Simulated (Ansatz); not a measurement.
# Cost against result

Saddle point of SiHBrF2, singlet (SiHBrF₂ ([F][SiH]([F])[Br]) → SiF₂ + HBr; bonds formed: Br2–H3; bonds broken: Si1–Br2, Si1–H3), PBE0-D4/def2-TZVP structure:

```csv
atom,x (Å),y (Å),z (Å)
Si1,-0.6765,0.1274,0.0884
Br2,1.7934,-0.3782,-0.8711
H3,0.1213,-0.1034,-1.2998
F4,-0.3958,1.4148,0.9633
F5,-0.8423,-1.0606,1.1193
```

Barriers are electronic and count from the start structure reached by relaxing down the imaginary mode.

Program: Ansatz 0.2.0. Basis: as named in each row. Cores are frozen in the correlated methods. Filled d shells of the heavier atoms are correlated. The def2 sets are not built for correlating such inner shells, so the correlated values are less sure here. B3LYP uses VWN-RPA correlation. Extrapolation: Hartree–Fock as exp(−7.88 √X), correlation as X^−2.97.

Times are rough, for one single point on 4 threads of a shared host (Arm Neoverse V1).

The estimate by CCSD(T) at an estimated basis limit (MP2 extrapolated from triple and quadruple zeta, plus CCSD(T) − MP2 in triple zeta) is 303.5 kJ/mol.

```csv
method,basis,time (s),barrier (kJ/mol),method less estimate
HF,STO-3G,under 1,421.7,118.2
PBE-D4,STO-3G,under 1,254.9,-48.7
SPW92,def2-SVP,under 1,239.5,-64.0
PBE-D4,def2-SVP,under 1,243.2,-60.3
SPW92,def2-TZVPP,under 1,242.3,-61.2
B3LYP-D4,6-31G,under 1,219.5,-84.0
PBE0-D4,def2-SVP,under 1,281.0,-22.6
PBE-D4,def2-TZVPP,1,246.5,-57.1
BLYP-D4,def2-TZVPP,1,245.5,-58.1
BHLYP-D4,def2-TZVPP,2,317.2,13.7
B3LYP-D4,def2-TZVPP,2,275.9,-27.6
CCSD(T),def2-SVP,2,305.5,2.0
PBE0-D4,def2-TZVPP,2,283.0,-20.6
CAM-B3LYP-D4,def2-TZVPP,2,299.5,-4.0
RPA on PBE,def2-TZVPP,2,290.3,-13.2
r2SCAN-D4,def2-TZVPP,2,277.4,-26.2
B2PLYP,def2-TZVPP,3,292.5,-11.0
wB97M-V,def2-SVP,3,297.8,-5.7
PBE-QIDH,def2-TZVPP,4,313.4,9.9
r2SCAN0-D4,def2-TZVPP,4,301.1,-2.4
wB97X-V,def2-TZVPP,4,314.7,11.2
B97M-V,def2-TZVPP,5,281.5,-22.0
wB97M-V,def2-TZVPP,5,300.6,-2.9
MP2,def2-QZVPP,11,312.4,8.9
CCSD(T),def2-TZVPP,39,303.2,-0.3
```

All methods are single points on the PBE0-D4 structures.

The T1 diagnostic stays at or below 0.013. The restricted Hartree–Fock reference is unstable towards an unrestricted one at one or more of these structures.

Losses and insertions of silylenes and their heavier kin drive the gas-phase chemistry of silicon and germanium vapour deposition.

Labels in which every atom is bracketed show which atoms are joined, not bond orders.
